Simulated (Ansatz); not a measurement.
`F[C@H]1O[C@H]1[SiH3]` → `C[C@H]1O[Si@H]1F`  (isomerisation)

Program: Ansatz. Geometries: PBE0-D4/def2-TZVP. ΔE: electronic, gas phase. CCSD(T)/CBS is the MP2 limit (def2-TZVPP, def2-QZVPP) plus CCSD(T) − MP2 in def2-TZVPP, frozen cores. Functionals use def2-TZVPP. B3LYP here is the variant with VWN-RPA as its local correlation; programs differ in this.

`F[C@H]1O[C@H]1[SiH3]`:

```xyz
10

F     0.614    1.425   -1.402
C     0.799    0.091   -1.280
O     1.594   -0.307   -0.239
C     0.168   -0.630   -0.183
Si   -0.833    0.219    1.166
H     0.992   -0.352   -2.254
H    -0.030   -1.689   -0.357
H    -2.273    0.054    0.837
H    -0.477    1.652    1.256
H    -0.553   -0.463    2.455
```

`C[C@H]1O[Si@H]1F`:

Z-matrix (Å, degrees):
```
C
C 1 1.498
H 1 1.094 2 110.5
H 1 1.091 2 112.0 3 -120.8
H 1 1.093 2 109.7 3 119.1
O 2 1.514 1 113.4 3 65.6
Si 2 1.797 1 124.6 3 132.3
H 2 1.090 1 113.9 3 -61.0
F 7 1.587 2 121.0 1 4.5
H 7 1.471 2 128.8 1 162.1
```

Question: Is it downhill or uphill in electronic energy at CCSD(T)/CBS, and by how much? (An estimate is asked.)

Answer: Ansatz gave: Downhill: ΔE = -308.6 kJ/mol.

Question: What do these levels give: B3LYP-D4, ωB97X-V, PBE, r2SCAN, B3LYP, HF/def2-TZVPP, MP2/def2-TZVPP, SCS-MP2/def2-TZVPP, CCSD/def2-TZVPP, CCSD(T)/def2-TZVPP, SCS-MP2/def2-QZVPP, MP2/CBS(def2)? (An estimate is asked.)

Answer: The calculation gave: B3LYP-D4 -295.4, ωB97X-V -285.4, PBE -279.6, r2SCAN -297.5, B3LYP -294.5, HF/def2-TZVPP -291.2, MP2/def2-TZVPP -313.8, SCS-MP2/def2-TZVPP -306.2, CCSD/def2-TZVPP -299.6, CCSD(T)/def2-TZVPP -298.7, SCS-MP2/def2-QZVPP -313.2, MP2/CBS(def2) -323.7 kJ/mol.

Largest T1 diagnostic among the species: 0.013.

In def2-TZVPP, CCSD(T) changes the Hartree–Fock value by −7.4 kJ/mol (the triples alone add +0.9 kJ/mol) and MP2 by −22.6 kJ/mol. From PBE to PBE0 (25 % exact exchange), in def2-TZVPP and without D4, ΔE moves by −5.6 kJ/mol.
